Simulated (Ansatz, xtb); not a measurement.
System: HgBr$_{2}$, net charge 1, doublet state. The spin state was set by rule; other spins were not relaxed. SMILES of the parent species: [Br][Hg][Br]
Geometry from a B3LYP-D3(BJ)/def2-TZVP (Ansatz, a quantum-chemistry and plane-wave program) optimisation:
```xyz
3

Hg     0.0000     0.0000     0.0000
Br     0.0000     0.0000    -2.4237
Br     0.0000     0.0000     2.4237
```
Charge +1, spin multiplicity 2.

Harmonic wavenumbers from GFN2-xTB (xtb, at its own minimum), cm⁻¹: 31, 31, 98, 104.

Question: Give the harmonic wavenumbers at B3LYP-D3(BJ)/def2-TZVP (Ansatz, finite differences of forces, unscaled).

Answer: 60, 64, 196, 248 cm⁻¹. Zero-point energy 0.8 kcal/mol.

Question: From these and the geometry, give the ideal-gas thermochemistry at 298.15 K and 1 atm (rigid rotor, harmonic oscillator).

Answer: Point group D∞h, rotational symmetry number 2. Rotational constants 0.5383, 0.5383 GHz. S(trans) 43.54, S(rot) 19.20, S(vib) 12.71, S(elec, spin only) 1.38, S 76.8 cal/(mol K). H(298) - H(0) 3.75 kcal/mol; G - E(el) -18.3 kcal/mol.
